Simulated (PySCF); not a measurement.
isocyanic acid (CHNO), SMILES N=C=O.

The structure is a stationary point at ωB97X-D3(BJ)/def2-TZVP.

Vertical ionisation energy (IE) and electron affinity (EA) in eV. Rows of orbital energies are one-electron estimates. Where ΔSCF, EOM or ADC give a negative EA the extra electron is unbound and the value depends on the basis.

```tsv
level	IE	EA
−ε(HOMO), −ε(LUMO), PBE/def2-TZVPD (PySCF)	7.43	1.01
−ε(HOMO), −ε(LUMO), CAM-B3LYP/def2-TZVPD (PySCF)	10.31	-0.43
ADC(2)/aug-cc-pVDZ (PySCF)	10.88	-0.54
```

Question: Give the lowest 1s main lines (those of the lightest heavy element) from CVS-ADC(2)-x/aug-cc-pVDZ (PySCF, non-relativistic), with pole strengths. (Estimate from the structure and the level; the computed values follow.)

Answer: 298.3 eV (1.52).

Question: Beyond the first one, list the lowest photoelectron lines from ADC(2)/aug-cc-pVDZ (PySCF 2.14.0) with their pole strengths (two spins summed). (Estimate from the structure and the level; the computed values follow.)

Answer: 11.52 eV (1.74), 15.26 eV (1.70), 15.40 eV (1.69), 16.24 eV (1.68), 19.62 eV (1.73).
